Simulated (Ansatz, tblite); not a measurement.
Forces on cis-ZnCl2(NH3)4 (ZnN₄Cl₂H₁₂) at its PBE0-D4/def2-SVP geometry. Charge 0, multiplicity 1.

The xTB rows come from tblite. Another isomer (singlet) lies 0.09 eV lower at PBE0-D4/def2-TZVP; other spin states weren't run for this one.

GFN1-xTB (tblite), largest force 0.79 eV/Å:

```xyz
19
positions Å, forces eV/Å
Cl   -2.235   -1.464   -0.153    0.113    0.178   -0.022
Cl   -1.081    2.267   -0.926   -0.006   -0.204    0.057
N     1.591    1.240    0.053    0.362    0.481   -0.044
N     0.656   -1.784    0.678    0.037   -0.577    0.174
N    -0.119   -0.419   -2.203   -0.195   -0.011   -0.348
N    -1.143    0.725    1.792   -0.329    0.139    0.177
Zn   -0.292    0.070   -0.095   -0.563    0.136   -0.183
H     1.098    2.068   -0.312    0.546   -0.495    0.282
H     2.371    1.028   -0.566   -0.382    0.136    0.208
H     1.976    1.468    0.967   -0.227   -0.038   -0.393
H    -0.245   -2.276    0.590    0.754    0.181    0.141
H     0.959   -1.833    1.649   -0.215    0.008   -0.402
H     1.348   -2.273    0.114   -0.367    0.181    0.200
H    -0.434    0.482   -2.573    0.160   -0.592    0.043
H    -0.912   -1.065   -2.253    0.460    0.376   -0.157
H     0.647   -0.774   -2.771   -0.393    0.169    0.228
H    -0.763    0.801    2.734   -0.225   -0.019   -0.430
H    -1.951    0.096    1.797    0.385    0.460    0.135
H    -1.470    1.642    1.478    0.084   -0.509    0.335
```

GFN2-xTB (tblite), largest force 0.41 eV/Å:

```
Cl 0.261 0.170 0.018
Cl 0.126 -0.264 0.108
N 0.023 0.145 -0.035
N -0.062 -0.135 0.022
N -0.094 0.040 0.050
N -0.056 -0.003 -0.099
Zn -0.141 0.034 -0.046
H 0.242 -0.292 0.146
H -0.242 0.077 0.123
H -0.148 -0.028 -0.238
H 0.375 0.143 0.055
H -0.137 0.015 -0.246
H -0.228 0.119 0.116
H 0.064 -0.305 -0.026
H 0.216 0.186 -0.128
H -0.213 0.080 0.066
H -0.149 0.009 -0.184
H 0.158 0.251 0.098
H 0.006 -0.240 0.200
```

PBE-D4/def2-TZVP (Ansatz), largest force 0.20 eV/Å:

```
Cl -0.186 -0.056 -0.032
Cl -0.129 0.132 -0.070
N 0.102 -0.027 0.034
N 0.103 -0.023 0.032
N 0.008 -0.015 -0.059
N -0.020 0.018 0.054
Zn 0.053 -0.013 0.018
H -0.024 0.148 -0.049
H 0.094 -0.058 -0.094
H 0.034 0.009 0.141
H -0.106 -0.116 0.006
H 0.039 0.026 0.137
H 0.099 -0.042 -0.097
H -0.029 0.108 -0.077
H -0.091 -0.094 -0.036
H 0.126 -0.050 -0.052
H 0.082 -0.001 0.119
H -0.108 -0.075 0.033
H -0.046 0.127 -0.009
```
